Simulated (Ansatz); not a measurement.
Basis-set extrapolation for `C[Si](C)(F)CC[SiH](F)F` (PBE0-D4/def2-TZVP geometry, frozen core, Ansatz). Multiplicity 1, RHF reference.

```tsv
	def2-TZVPP	def2-QZVPP
HF	-1034.537173	-1034.577372
MP2 correlation	-1.687654	-1.824267
CCSD(T) correlation	-1.811894	not run
```

Energies in hartree. Use E(X) = E(∞) + A·exp(−7.88·√X) for Hartree–Fock and E(X) = E(∞) + B·X^(−2.97) for correlation, with X = 3 and 4, and add CCSD(T) minus MP2 of the smaller set to the MP2 limit.

Q: What is the CCSD(T) energy at the basis-set limit?

A: HF limit: -1034.577372 + (-0.040199) × 0.13774 = -1034.58291. MP2 limit: -1.824267 + (-0.136613) × 0.74074 = -1.92546. Higher-order term: -1.811894 − (-1.687654) = -0.12424. Total: -1036.63261 hartree, 744.4 kJ/mol below CCSD(T)/def2-TZVPP.
